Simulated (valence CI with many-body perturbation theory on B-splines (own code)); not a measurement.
## From CI to CI+MBPT in Au7+

Computed by relativistic CI+MBPT: four valence electrons over a frozen Dirac-Fock core [Xe] 4f14, radial functions for each j: 9 s, 9 p, 10 d, 8 f, 5 g, 3 h, 1 i, with the one-electron correlation potential Σ1, the two-electron term Σ2, the three-electron term Σ3, Breit, model QED; selected CI, second order for the rest, scaled by the run's own slope (own B-spline code, finite nucleus).

No measured levels were compared; by estimate terms of the open shell hold to 2 to 4 % of their energy, and close levels can change places; different configurations can be misplaced against each other by 1,000 to 8,000 cm⁻¹. Core correlation moves these levels by up to 16000 cm⁻¹, and in measured spectra 5 to 20 % of such shifts remained as error; rates that hang on mixing are uncertain with them. Only levels of the ground parity were solved; by the run's estimate the other parity begins above the list, which can be wrong where configurations are misplaced.

Each rung adds one term. CI alone is the Dirac-Coulomb CI over the frozen core; QED comes last and gives the full result, which names the levels. Energies are above (5d3/2^4) J=0 on the same rung, in cm⁻¹.

Levels are named by their leading jj configuration (3d3/2^4 stands for four electrons in 3d with j = 3/2), which in mixed levels can hold well under half, so a name can repeat and another be missing. Letters in brackets count levels of one name in rising energy.

| Level | CI alone | Σ1 | Σ2 | Σ3 | Breit | QED | Full |
| --- | --- | --- | --- | --- | --- | --- | --- |
| (5d3/2^3 5d5/2) J=1 | 8936 | +769 | +23 | +81 | -294 | +45 | 9561 |
| (5d3/2^2 5d5/2^2) J=2 [a] | 15637 | +1159 | +37 | +75 | -440 | +67 | 16534 |
| (5d3/2^2 5d5/2^2) J=3 [a] | 20126 | +1288 | +55 | +47 | -488 | +73 | 21100 |
| (5d3/2^3 5d5/2) J=4 | 21895 | +1081 | -147 | -25 | -403 | +58 | 22459 |
| (5d3/2^2 5d5/2^2) J=0 [a] | 29434 | +1464 | +1151 | -105 | -510 | +83 | 31517 |
| (5d3/2^2 5d5/2^2) J=4 [a] | 32506 | +1509 | -504 | -33 | -562 | +84 | 32999 |
| (5d3/2^2 5d5/2^2) J=3 [b] | 37021 | +1431 | -403 | -120 | -492 | +76 | 37514 |
| (5d3/2^2 5d5/2^2) J=2 [b] | 37134 | +1348 | +329 | +25 | -454 | +73 | 38456 |
| (5d3/2^2 5d5/2^2) J=5 | 40187 | +1679 | -988 | -43 | -613 | +90 | 40311 |
| (5d3/2^2 5d5/2^2) J=1 | 39171 | +1743 | +1114 | +83 | -600 | +97 | 41607 |
| (5d3/2^2 5d5/2^2) J=6 | 43601 | +1758 | -1235 | -29 | -655 | +93 | 43534 |
| (5d3/2^2 5d5/2^2) J=4 [b] | 46862 | +1823 | -466 | -234 | -648 | +97 | 47434 |
| (5d3/2^2 5d5/2^2) J=2 [c] | 47042 | +1784 | +217 | -51 | -614 | +97 | 48475 |
| (5d3/2^2 5d5/2^2) J=3 [c] | 49203 | +1664 | -465 | -170 | -572 | +88 | 49749 |
| (5d3/2 5d5/2^3) J=4 [a] | 50534 | +2275 | +350 | -111 | -825 | +127 | 52349 |
| (5d3/2 5d5/2^3) J=3 [a] | 54843 | +2367 | +556 | -175 | -847 | +133 | 56878 |
| (5d3/2^2 5d5/2^2) J=2 [d] | 55397 | +2059 | +1832 | +33 | -711 | +115 | 58726 |
| (5d3/2 5d5/2^3) J=5 | 59220 | +2573 | -196 | -134 | -944 | +143 | 60662 |
| (5d3/2 5d5/2^3) J=1 [a] | 60114 | +2380 | +702 | -334 | -839 | +134 | 62157 |

The middle columns are the shifts that each term adds.

Problem. How does the ionisation energy move along the ladder, and which term matters most?

Solution. CI alone 110.51, + Σ1 112.15, + Σ2 113.27, + Σ3 113.27, + Breit 113.23, + QED 113.25 eV. The largest step is Σ1, 1.65 eV. NIST lists 112 ± 2.1 eV (theoretical).
